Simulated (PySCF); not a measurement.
## Radial density of Ca (calcium, neutral)

wB97X-V, [Ar] 3d1 4s1, high-spin 3D determinant (an excited configuration). All numbers are calculated (PySCF 2.14, no relativity, point nucleus, in def2-TZVPPD (6s5p3d, 36 functions)).

```csv
r (bohr),4πr²ρ (e/bohr),4πr²(ρα − ρβ)
0.00109,0.07592,0.0000
0.00183,0.2091,0.0001
0.00309,0.5615,0.0002
0.00519,1.462,0.0004
0.00873,3.589,0.0010
0.0147,8.017,0.0022
0.0247,15.24,0.0039
0.0415,22.30,0.0047
0.0699,22.09,0.0013
0.118,17.00,-0.0021
0.198,22.14,0.0092
0.332,21.29,0.0256
0.559,7.109,0.1065
0.941,7.708,0.2575
1.58,4.305,0.2831
2.66,0.7725,0.4457
4.48,0.3391,0.3367
7.53,0.05016,0.0502
12.7,0.0002972,0.0003
```

(1) Where is the radial spin density 4πr²(ρα − ρβ) most negative, and why is it negative at all?

## Answers

(1) Around r = 0.118 bohr, down to -0.0021 e/bohr: exchange with the open shell polarises the paired shells in an unrestricted calculation.
